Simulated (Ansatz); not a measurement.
`[F][Ge][Cl]` + NH₃ → `[NH2][Ge][Cl]` + H–F at 700 K and 1 bar (ligand exchange at a Ge–F bond).

Gas-phase electronic energies from Ansatz, PBE0-D4/def2-TZVP geometries. CBS: MP2 limit from def2 TZ/QZ plus the TZ coupled-cluster correction, frozen cores. This one scheme is used for every species. For Ge outer-core shells are correlated without core-valence functions, which leaves a few kJ/mol of doubt a bond. Scalar relativity is left out up to krypton. One conformer a species, not always the lowest.

```tsv
species	CCSD(T)/CBS energy (Eh)	H − E (kJ/mol)	S (J/(mol·K))
`[F][Ge][Cl]`	-2635.75718	42.1	335.3
NH₃	-56.50880	116.9	226.5
`[NH2][Ge][Cl]`	-2591.85675	115.1	360.5
H–F	-100.39570	45.2	198.5
```

H − E and S are ideal-gas, rigid-rotor, harmonic terms from PBE0-D4/def2-TZVP, for one conformer and one mirror image of each species. 1 Eh = 2625.50 kJ/mol, R = 8.31446 J/(mol·K).

**Question.** By hand: ΔE, ΔH, ΔS and ΔG.

**Answer.** ΔE = (-2591.85675) + (-100.39570) − (-2635.75718) − (-56.50880) = 0.01353 Eh = 35.5 kJ/mol. Δ(H − E) = 115.1 + 45.2 − 42.1 − 116.9 = 1.3, so ΔH = 36.8 kJ/mol. ΔS = 360.5 + 198.5 − 335.3 − 226.5 = -2.8 J/(mol·K). ΔG = 36.8 − 700 × (-2.8)/1000 = 38.8 kJ/mol.

**Question.** By hand: the equilibrium constant, and the temperature at which ΔG would vanish if ΔH and ΔS stayed fixed.

**Answer.** log₁₀ K = −ΔG/(RT ln 10) = -2.9. ΔH and −TΔS have one sign here, so there is no such temperature. One of them is within its doubt of zero, so this could turn.

The number of gas molecules stays the same, so ΔS is small and ΔH decides. A doubt of 5 kJ/mol in ΔE shifts log₁₀ K by 0.4 here. Other conformers and mirror images would add mixing entropy, several J/(mol·K) or more a flexible species. These are equilibria of isolated gas molecules and say nothing of rates. Largest T1 diagnostic: 0.014 (customary marks: 0.02 for closed shells, 0.045 for open ones).
